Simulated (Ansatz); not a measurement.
Task: Name a neutral molecule of C, F, Ga, O, Si and H with HOMO–LUMO gap (PBE/def2-TZVPP) between 3.10 and 3.40 eV and HOMO energy (ωB97M-V/def2-TZVPP) between -9.20 and -8.90 eV (Ansatz, PBE0-D4/def2-TZVP geometry).

Result: `C[SiH2][GaH][CH](O)F` (3.26 eV, -9.16 eV). Other molecules can fit too; these were computed, each in one conformer that needn't be the lowest.
